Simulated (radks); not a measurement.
Xe2+, 52 electrons, occupied as [Kr] 4d10 5s1 5p5 (not the ground configuration). Calculated with a radial shooting solver on a logarithmic mesh with Libxc functionals: Dirac Kohn-Sham, BLYP, spin-unpolarised, spherical densities, finite nucleus; open shells fill j = l - 1/2 first; Fermi nuclear charge, rms radius 4.7859 fm.

Radial electron density D(r) = 4 pi r^2 rho(r):

| r (bohr) | D(r) (e/bohr) |
|---|---|
| 0.001418 | 3.842 |
| 0.001637 | 4.889 |
| 0.001876 | 6.118 |
| 0.002166 | 7.725 |
| 0.002502 | 9.707 |
| 0.002866 | 11.98 |
| 0.00331 | 14.88 |
| 0.003823 | 18.35 |
| 0.00438 | 22.18 |
| 0.005058 | 26.86 |
| 0.005795 | 31.86 |
| 0.006693 | 37.69 |
| 0.007729 | 43.94 |
| 0.008855 | 50.02 |
| 0.01023 | 56.32 |
| 0.01181 | 62.07 |
| 0.01353 | 66.56 |
| 0.01563 | 69.88 |
| 0.01805 | 71.37 |
| 0.02068 | 71.01 |
| 0.02388 | 68.99 |
| 0.02758 | 66.03 |
| 0.0316 | 63.41 |
| 0.03649 | 62.18 |
| 0.04214 | 63.72 |
| 0.04828 | 68.21 |
| 0.05576 | 75.58 |
| 0.06439 | 83.68 |
| 0.07378 | 89.42 |
| 0.0852 | 90.92 |
| 0.09761 | 87.03 |
| 0.1127 | 78.72 |
| 0.1302 | 69.98 |
| 0.1492 | 65.42 |
| 0.1723 | 66.76 |
| 0.1989 | 72.49 |
| 0.2279 | 76.78 |
| 0.2632 | 74.41 |
| 0.304 | 63.06 |
| 0.3483 | 47.60 |
| 0.4022 | 33.15 |
| 0.4645 | 26.05 |
| 0.5322 | 26.18 |
| 0.6146 | 29.06 |
| 0.7098 | 29.56 |
| 0.8132 | 25.97 |
| 0.9392 | 19.43 |
| 1.085 | 13.00 |
| 1.243 | 8.754 |
| 1.435 | 6.340 |
| 1.644 | 5.213 |
| 1.899 | 4.314 |
| 2.193 | 3.272 |
| 2.512 | 2.205 |
| 2.902 | 1.227 |
| 3.351 | 0.5642 |
| 3.839 | 0.2236 |
| 4.434 | 0.06647 |
| 5.121 | 0.01494 |
| 5.867 | 0.002734 |
| 6.775 | 0.0003223 |

D(r) has 4 maxima, at r = 0.0188, 0.0825, 0.235, 0.671 bohr, and minima at 0.0365, 0.155, 0.491 bohr, inside which lie 2.02, 11.19, 28.93 electrons.
